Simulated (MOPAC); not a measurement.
Input file for MOPAC: AM1 on FH5N2Sn (SMILES [NH2][SnH]([NH2])[F]), a point of a torsion scan.

```
AM1 1SCF PRECISE CHARGE=0 THREADS=1
FH5N2Sn

N     -1.63127088 1    -0.48961121 1     0.46850477 1
Sn    -0.19545501 1     0.78161674 1    -0.11903176 1
N      0.43824306 1     1.73811910 1     1.51763636 1
F      1.28616837 1    -0.40335901 1    -0.46165932 1
H     -1.51963902 1    -1.39727938 1     0.03226511 1
H     -2.57849285 1    -0.18703716 1     0.27872413 1
H     -0.30808639 1     1.59417310 1    -1.62242166 1
H     -0.21300999 1     2.41206921 1     1.89784409 1
H      1.32899167 1     2.20424414 1     1.39924657 1
```

Output:

```
*******************************************************************************
 **                                                                           **
 **                              MOPAC v23.2.5                                **
 **                                                                           **
 *******************************************************************************
 ** MOPAC's Digital Object Identifier: https://doi.org/10.5281/zenodo.6511958 **
 **                                                                           **
 ** Please cite the open-source release paper for use of this MOPAC version:  **
 ** J. E. Moussa and J. J. P. Stewart (2026)                                  **
 ** MOPAC: An open-source semiempirical molecular orbital program             **
 ** J. Open Source Softw., 11(119), 8025, https://doi.org/10.21105/joss.08025 **
 *******************************************************************************

                              AM1 CALCULATION RESULTS

 *******************************************************************************
 *  AM1        - The AM1 Hamiltonian to be used
 *
 *
 *
 *                 CHARGE ON SYSTEM = 0
 *
 *
 *
 *  PRECISE    - TIGHTER CRITERIA TO BE USED
 *  1SCF       - DO 1 SCF AND THEN STOP
 *  THREADS=1  - MULTI-THREADING NOT USED
 *  T=         - A TIME OF 172800.0 SECONDS REQUESTED
 *  DUMP=N     - RESTART FILE WRITTEN EVERY 7200.0 SECONDS REQUESTED
 *******************************************************************************
AM1 1SCF PRECISE CHARGE=0 THREADS=1
 FH5N2Sn

   ATOM   CHEMICAL          X               Y               Z
  NUMBER   SYMBOL      (ANGSTROMS)     (ANGSTROMS)     (ANGSTROMS)

     1       N         -1.63127088  *  -0.48961121  *   0.46850477  *
     2      Sn         -0.19545501  *   0.78161674  *  -0.11903176  *
     3       N          0.43824306  *   1.73811910  *   1.51763636  *
     4       F          1.28616837  *  -0.40335901  *  -0.46165932  *
     5       H         -1.51963902  *  -1.39727938  *   0.03226511  *
     6       H         -2.57849285  *  -0.18703716  *   0.27872413  *
     7       H         -0.30808639  *   1.59417310  *  -1.62242166  *
     8       H         -0.21300999  *   2.41206921  *   1.89784409  *
     9       H          1.32899167  *   2.20424414  *   1.39924657  *



          CARTESIAN COORDINATES

    NO.       ATOM           X           Y           Z

     1         N         -1.6313     -0.4896      0.4685
     2        Sn         -0.1955      0.7816     -0.1190
     3         N          0.4382      1.7381      1.5176
     4         F          1.2862     -0.4034     -0.4617
     5         H         -1.5196     -1.3973      0.0323
     6         H         -2.5785     -0.1870      0.2787
     7         H         -0.3081      1.5942     -1.6224
     8         H         -0.2130      2.4121      1.8978
     9         H          1.3290      2.2042      1.3992

  H: (AM1): M.J.S. DEWAR ET AL, J. AM. CHEM. SOC. 107 3902-3909 (1985)
  N: (AM1): M.J.S. DEWAR ET AL, J. AM. CHEM. SOC. 107 3902-3909 (1985)
  F: (AM1): M.J.S. DEWAR AND E. G. ZOEBISCH, THEOCHEM, 180, 1 (1988).
 Sn: (AM1): J. J. P. STEWART, J. MOL. MOD., 10, 155-164 (2004)

           Empirical Formula: H5 N2 Sn F  =     9 atoms



      MOLECULAR POINT GROUP   :   C1


      RHF CALCULATION, NO. OF DOUBLY OCCUPIED LEVELS = 13


 -------------------------------------------------------------------------------
 AM1 1SCF PRECISE CHARGE=0 THREADS=1
 FH5N2Sn



     1SCF WAS SPECIFIED, SO BFGS WAS NOT USED
     SCF FIELD WAS ACHIEVED


                              AM1 CALCULATION
                                                       MOPAC v23.2.5 Linux




          FINAL HEAT OF FORMATION =        -40.26752 KCAL/MOL =    -168.47931 KJ/MOL


          COSMO AREA              =        117.07 SQUARE ANGSTROMS
          COSMO VOLUME            =        105.38 CUBIC ANGSTROMS

          IONIZATION POTENTIAL    =          8.981899 EV
          HOMO LUMO ENERGIES (EV) =         -8.982  0.018
          NO. OF FILLED LEVELS    =         13
          MOLECULAR WEIGHT        =        170.7413         POINT GROUP:  C1

          MOLECULAR DIMENSIONS (Angstroms)

            Atom       Atom       Distance
            H     9    H     5     4.79107
            H     8    F     4     3.48398
            H     7    N     3     2.65668


          SCF CALCULATIONS        =          1





   ATOM   CHEMICAL          X               Y               Z
  NUMBER   SYMBOL      (ANGSTROMS)     (ANGSTROMS)     (ANGSTROMS)

     1       N         -1.63127088  *  -0.48961121  *   0.46850477  *
     2      Sn         -0.19545501  *   0.78161674  *  -0.11903176  *
     3       N          0.43824306  *   1.73811910  *   1.51763636  *
     4       F          1.28616837  *  -0.40335901  *  -0.46165932  *
     5       H         -1.51963902  *  -1.39727938  *   0.03226511  *
     6       H         -2.57849285  *  -0.18703716  *   0.27872413  *
     7       H         -0.30808639  *   1.59417310  *  -1.62242166  *
     8       H         -0.21300999  *   2.41206921  *   1.89784409  *
     9       H          1.32899167  *   2.20424414  *   1.39924657  *

                             CARTESIAN COORDINATES

   1    N       -1.631270880    -0.489611210     0.468504770
   2   Sn       -0.195455010     0.781616740    -0.119031760
   3    N        0.438243060     1.738119100     1.517636360
   4    F        1.286168370    -0.403359010    -0.461659320
   5    H       -1.519639020    -1.397279380     0.032265110
   6    H       -2.578492850    -0.187037160     0.278724130
   7    H       -0.308086390     1.594173100    -1.622421660
   8    H       -0.213009990     2.412069210     1.897844090
   9    H        1.328991670     2.204244140     1.399246570


           Empirical Formula: H5 N2 Sn F  =     9 atoms



      MOLECULAR POINT GROUP   :   C1


                  EIGENVALUES
 -44.23477 -31.36947 -30.82781 -15.22338 -14.99795 -14.73806 -12.68150 -12.14687
 -11.62611 -11.37298 -11.02216  -9.31850  -8.98190   0.01787   5.29899   5.39704
   5.57531   6.00105   6.71028   7.15049   7.30930


              NET ATOMIC CHARGES AND DIPOLE CONTRIBUTIONS

  ATOM NO.   TYPE          CHARGE      No. of ELECS.   s-Pop       p-Pop
    1          N          -0.798810        5.7988     1.60375     4.19506
    2         Sn           2.203973        1.7960     0.95496     0.84106
    3          N          -0.803754        5.8038     1.59804     4.20572
    4          F          -0.695418        7.6954     1.88318     5.81224
    5          H           0.126197        0.8738     0.87380
    6          H           0.110770        0.8892     0.88923
    7          H          -0.382212        1.3822     1.38221
    8          H           0.116167        0.8838     0.88383
    9          H           0.123086        0.8769     0.87691
 DIPOLE           X         Y         Z       TOTAL
 POINT-CHG.    -2.859     3.566    -2.342     5.135
 HYBRID        -0.030    -0.026    -0.143     0.148
 SUM           -2.888     3.540    -2.485     5.201


          ATOMIC ORBITAL ELECTRON POPULATIONS

     Atom    s        px        py        pz
    1  N   1.60375   1.18477   1.21349   1.79680
    2 Sn   0.95496   0.24251   0.27703   0.32152
    3  N   1.59804   1.11352   1.41718   1.67502
    4  F   1.88318   1.90832   1.93436   1.96955
    5  H   0.87380
    6  H   0.88923
    7  H   1.38221
    8  H   0.88383
    9  H   0.87691

 **********************
 *                    *
 * JOB ENDED NORMALLY *
 *                    *
 **********************




 == MOPAC DONE ==
```

The run finished.

Cost: about 0.03 core-seconds (a rough figure).
